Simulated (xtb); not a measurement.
xtb input:

```bash
xtb mol.xyz --gfn 2 --sp --chrg 0 --uhf 0
```
mol.xyz:
```
4

La    -0.05895997     0.06735437     0.17856458
Cl    -2.16104533    -1.36952639    -0.44669375
Cl     0.24953509     2.35910015    -1.05718186
Cl     2.10919956    -1.21540901     0.90515907
```

Problem. Predict the final energy.

Solution. -15.01417 Eh (GFN2-xTB).
